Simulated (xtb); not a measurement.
C6H13 (SMILES [CH2]CCCCC), doublet, from a rough starting geometry; GFN2-xTB (xtb).

xtb was given this input:
```
$ xtb mol.xyz --gfn 2 --uhf 1 --opt vtight --json

# file mol.xyz
19

C     -3.12991458    -0.63353983    -0.02978393
C     -1.68969704    -0.52853399     0.35239978
C     -0.96506256     0.55819478    -0.44041022
C      0.45663889     0.90156253     0.05277390
C      1.36938135    -0.34008961    -0.12561904
C      2.87066581     0.04972967     0.19326491
H     -3.41345150    -0.81812314    -1.03433184
H     -3.82436210    -0.40223749     0.73912772
H     -1.53477854    -0.37571603     1.42352197
H     -1.15716196    -1.49326503     0.04325557
H     -0.96228810     0.37337259    -1.52222608
H     -1.53599282     1.55395319    -0.31473697
H      0.38842770     1.09521570     1.07266753
H      0.82449450     1.71107541    -0.41966484
H      1.35102792    -0.61879575    -1.18439934
H      1.04428741    -1.22154362     0.48548519
H      3.45082935    -0.88148975     0.06745780
H      2.86622293     0.40677896     1.25839890
H      3.25338535     0.79763916    -0.45900982
```

Question: Write the output that xtb gives for this input, abridged.

Answer: 
```
   ID    Z sym.   atoms
    1    6 C      1-6
    2    1 H      7-19

           -------------------------------------------------
          |                Calculation Setup                |
           -------------------------------------------------

           -------------------------------------------------
          |                 G F N 2 - x T B                 |
           -------------------------------------------------

          ...................................................
          :                      SETUP                      :
          :.................................................:
          :  # basis functions                  37          :
          :  # atomic orbitals                  37          :
          :  # shells                           25          :
          :  # electrons                        37          :
          :  max. iterations                   250          :
          :  Hamiltonian                  GFN2-xTB          :
          :  restarted?                      false          :
          :  GBSA solvation                  false          :
          :  PC potential                    false          :
          :  electronic temp.          300.0000000     K    :
          :  accuracy                    1.0000000          :
          :  -> integral cutoff          0.2500000E+02      :
          :  -> integral neglect         0.1000000E-07      :
          :  -> SCF convergence          0.1000000E-05 Eh   :
          :  -> wf. convergence          0.1000000E-03 e    :
          :  Broyden damping             0.4000000          :
          :  net charge                          0          :
          :  unpaired electrons                  1          :
          ...................................................

 iter      E             dE          RMSdq      gap      omega  full diag
   1    -19.6181565 -0.196182E+02  0.301E+00    9.47       0.0  T
   2    -19.6645649 -0.464084E-01  0.170E+00    9.30       1.0  T
   3    -19.6655917 -0.102676E-02  0.767E-01    9.56       1.0  T
   4    -19.6657613 -0.169607E-03  0.130E-01    9.48       1.0  T
   5    -19.6658675 -0.106238E-03  0.574E-02    9.51       1.0  T
   6    -19.6658682 -0.645031E-06  0.129E-02    9.51       1.8  T
   7    -19.6658685 -0.332768E-06  0.198E-03    9.50      11.6  T
   8    -19.6658685 -0.180378E-07  0.941E-04    9.50      24.4  T
   9    -19.6658685 -0.466979E-09  0.142E-04    9.51     161.2  T

   *** convergence criteria satisfied after 9 iterations ***

         :::::::::::::::::::::::::::::::::::::::::::::::::::::
         ::                     SUMMARY                     ::
         :::::::::::::::::::::::::::::::::::::::::::::::::::::
         :: total energy             -19.371970304930 Eh    ::
         :: gradient norm              0.155616775439 Eh/a0 ::
         :: HOMO-LUMO gap              9.505060313789 eV    ::
         ::.................................................::
         :: SCC energy               -19.665867910685 Eh    ::
         :: -> isotropic ES            0.004316765036 Eh    ::
         :: -> anisotropic ES          0.006587739001 Eh    ::
         :: -> anisotropic XC          0.014829191367 Eh    ::
         :: -> dispersion             -0.010289926019 Eh    ::
         :: repulsion energy           0.293897605755 Eh    ::
         :: add. restraining           0.000000000000 Eh    ::
         :: total charge               0.000000000000 e     ::
         :::::::::::::::::::::::::::::::::::::::::::::::::::::

      -----------------------------------------------------------
     |                   =====================                   |
     |                        A N C O P T                        |
     |                   =====================                   |
     |               Approximate Normal Coordinate               |
     |                Rational Function Optimizer                |
      -----------------------------------------------------------
      -----------------------------------------------------------
     |                   =====================                   |
     |                        A N C O P T                        |
     |                   =====================                   |
     |               Approximate Normal Coordinate               |
     |                Rational Function Optimizer                |
      -----------------------------------------------------------

          ...................................................
          :                      SETUP                      :
          :.................................................:
          :   optimization level         verytight          :
          :   max. optcycles                   380          :
          :   ANC micro-cycles                  20          :
          :   degrees of freedom                51          :
          :.................................................:
          :   RF solver                   davidson          :
          :   write xtbopt.log                true          :
          :   linear?                        false          :
          :   energy convergence         0.1000000E-06 Eh   :
          :   grad. convergence          0.2000000E-03 Eh/α :
          :   maxmium RF displ.          1.0000000          :
          :   Hlow (freq-cutoff)         0.1000000E-01      :
          :   Hmax (freq-cutoff)         5.0000000          :
          :   S6 in model hess.         20.0000000          :
          ...................................................

generating ANC from exact Hessian ...
Using Lindh-Hessian (1995)
 Shifting diagonal of input Hessian by    8.0938702650631047E-003
 Lowest  eigenvalues of input Hessian
    0.000000    0.000000    0.000000    0.000000    0.000000    0.000000
    0.010000    0.010379    0.010797    0.015446    0.016792    0.017585
    0.017756    0.019841    0.029430    0.041839    0.045222    0.048219
[...]
 * total energy  :   -19.3921032 Eh     change       -0.1872678E-05 Eh
 * total energy  :   -19.3921054 Eh     change       -0.2149774E-05 Eh
 * total energy  :   -19.3921077 Eh     change       -0.2359478E-05 Eh
 * total energy  :   -19.3921097 Eh     change       -0.1976121E-05 Eh
 * total energy  :   -19.3921104 Eh     change       -0.7378227E-06 Eh
 * total energy  :   -19.3921103 Eh     change        0.1468619E-06 Eh
 * total energy  :   -19.3921110 Eh     change       -0.7254382E-06 Eh
 * total energy  :   -19.3921113 Eh     change       -0.2903232E-06 Eh
 * total energy  :   -19.3921116 Eh     change       -0.2725869E-06 Eh
 * total energy  :   -19.3921117 Eh     change       -0.1439641E-06 Eh
 * total energy  :   -19.3921117 Eh     change        0.6530254E-08 Eh
 * total energy  :   -19.3921118 Eh     change       -0.7889708E-07 Eh
   *** GEOMETRY OPTIMIZATION CONVERGED AFTER 37 ITERATIONS ***
         :: total energy             -19.392111792120 Eh    ::
[...]
         1        2.0000           -0.6249829             -17.0067
       ...           ...                  ...                  ...
         7        2.0000           -0.5150196             -14.0144
         8        2.0000           -0.5080835             -13.8257
         9        2.0000           -0.4972525             -13.5309
        10        2.0000           -0.4857538             -13.2180
        11        2.0000           -0.4769554             -12.9786
        12        2.0000           -0.4612840             -12.5522
        13        2.0000           -0.4544929             -12.3674
        14        2.0000           -0.4460955             -12.1389
        15        2.0000           -0.4356875             -11.8557
        16        2.0000           -0.4301980             -11.7063
        17        2.0000           -0.4239613             -11.5366
        18        2.0000           -0.4172842             -11.3549
        19        1.0000           -0.3042660              -8.2795 (HOMO)
        20                          0.0770088               2.0955 (LUMO)
        21                          0.0943036               2.5661
        22                          0.1185002               3.2246
        23                          0.1265570               3.4438
        24                          0.1372573               3.7350
        25                          0.1409793               3.8362
        26                          0.1653369               4.4990
        27                          0.1755917               4.7781
        28                          0.1813718               4.9354
        29                          0.1917876               5.2188
        30                          0.2065817               5.6214
       ...                                ...                  ...
        37                          0.3740018              10.1771
      -------------------------------------------------------------
                  HL-Gap            0.3812748 Eh           10.3750 eV
             Fermi-level           -0.2372019 Eh           -6.4546 eV

     #   Z          covCN         q      C6AA      α(0)
     1   6 C        2.835    -0.113    30.853     9.102
     2   6 C        3.801    -0.046    21.404     6.587
     3   6 C        3.801    -0.053    21.530     6.606
     4   6 C        3.802    -0.059    21.626     6.621
     5   6 C        3.800    -0.053    21.531     6.607
     6   6 C        3.752    -0.102    22.517     6.767
     7   1 H        0.926     0.029     2.606     2.525
     8   1 H        0.926     0.029     2.601     2.522
     9   1 H        0.924     0.037     2.489     2.467
    10   1 H        0.924     0.041     2.437     2.441
    11   1 H        0.924     0.033     2.543     2.494
    12   1 H        0.924     0.032     2.562     2.503
    13   1 H        0.924     0.032     2.552     2.498
    14   1 H        0.924     0.033     2.541     2.493
    15   1 H        0.924     0.030     2.587     2.515
    16   1 H        0.924     0.032     2.564     2.504
    17   1 H        0.925     0.033     2.541     2.493
    18   1 H        0.925     0.033     2.540     2.492
    19   1 H        0.925     0.033     2.547     2.496

 Mol. C6AA /au·bohr⁶  :       2452.629354
 Mol. C8AA /au·bohr⁸  :      51513.978322
 Mol. α(0) /au        :         74.732824

Wiberg/Mayer (AO) data.
largest (>0.10) Wiberg bond orders for each atom

 ---------------------------------------------------------------------------
     #   Z sym  total        # sym  WBO       # sym  WBO       # sym  WBO
 ---------------------------------------------------------------------------
     1   6 C    3.196 --     2 C    1.107     8 H    0.987     7 H    0.986
     2   6 C    3.997 --     1 C    1.107     9 H    0.969    10 H    0.960
                             3 C    0.943
     3   6 C    3.991 --     4 C    1.005    12 H    0.979    11 H    0.979
                             2 C    0.943
     4   6 C    3.997 --     5 C    1.009     3 C    1.005    13 H    0.977
                            14 H    0.973
     5   6 C    3.998 --     6 C    1.019     4 C    1.009    15 H    0.978
                            16 H    0.976
     6   6 C    3.997 --     5 C    1.019    18 H    0.988    19 H    0.988
                            17 H    0.988
     7   1 H    0.999 --     1 C    0.986
     8   1 H    0.999 --     1 C    0.987
     9   1 H    0.999 --     2 C    0.969
    10   1 H    0.998 --     2 C    0.960
    11   1 H    0.999 --     3 C    0.979
    12   1 H    0.999 --     3 C    0.979
    13   1 H    0.999 --     4 C    0.977
    14   1 H    0.999 --     4 C    0.973
    15   1 H    0.999 --     5 C    0.978
    16   1 H    0.999 --     5 C    0.976
    17   1 H    0.999 --     6 C    0.988
    18   1 H    0.999 --     6 C    0.988
    19   1 H    0.999 --     6 C    0.988
 ---------------------------------------------------------------------------

Topologies differ in total number of bonds
Writing topology from bond orders to xtbtopo.mol

molecular dipole:
                 x           y           z       tot (Debye)
 q only:        0.240       0.062       0.021
   full:        0.249       0.105      -0.008       0.687
molecular quadrupole (traceless):
                xx          xy          yy          xz          yz          zz
 q only:       -1.333      -0.542       0.672       0.011       0.044       0.661
  q+dip:       -2.590      -1.427       0.650      -0.064       0.871       1.940
   full:       -2.092      -1.161       0.701       0.052       0.440       1.392

optimized geometry written to: xtbopt.xyz

           -------------------------------------------------
          | TOTAL ENERGY              -19.392111792120 Eh   |
          | GRADIENT NORM               0.000060300568 Eh/α |
          | HOMO-LUMO GAP              10.375014872625 eV   |
           -------------------------------------------------

normal termination of xtb
```
